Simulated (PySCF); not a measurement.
**Two-component Hartree-Fock for Cl²⁺ (chlorine, charge +2)**

Start: [Ne] 3s1 3p4; 3s1/2 filled at m_j = +1/2; 3p1/2 filled at m_j = +1/2; 3p3/2 filled at m_j = -1/2, +1/2, +3/2. Calculated with PySCF 2.14 in x2c-TZVPall-2c (5s6p2d1f, 40 functions): generalised Hartree-Fock with the X2C-1e Hamiltonian and a Gaussian nucleus; one run each with spin-orbit coupling (SO) switched off, then screened by Boettger's factors. This is a chosen level, not necessarily the ground level.

```tsv
spinor shell	electrons	ε, spin-free (eV)	ε, screened SO (eV)	weight of nominal j (screened SO)	rms radius, screened SO (bohr)
1s1/2	2	-2893.6	-2893.5	1.000	0.105
2s1/2	2	-318.92	-318.90	1.000	0.479
2p1/2	2	-248.53	-250.26	0.852	0.449
3s1/2	1	-58.665	-58.653	1.000	1.53
3p3/2	3	-38.691	-40.454	0.660	1.70
3p1/2	1	-38.691	-33.428	0.658	1.82
```

(1) Where does 2p3/2 lie, and what is the 2p spin-orbit splitting (screened SO)?

| quantity | spin-free | screened SO |
| --- | --- | --- |
| E (hartree) | -459.14454 | -459.14739 |
| M_J | 5/2 | 5/2 |
| ⟨J²⟩ | 8.759 | 8.759 |
| ⟨L²⟩ | 2.003 | 2.004 |
| ⟨S²⟩ | 3.756 | 3.755 |

Each row is a mean over spinors that exchange with the open shell spreads, by up to 2.364 eV (2p3/2).

Rows whose weight is well below 1 are mixtures of j = l ± 1/2: exchange outweighs spin-orbit coupling there, and the label is only the starting occupation.

Without spin-orbit coupling the j labels of p, d and f shells carry no meaning; the spin-free column gives the mean over the occupied spinors of each nl shell.

Results:

(1) At -247.64 eV, 2.620 eV above 2p1/2.
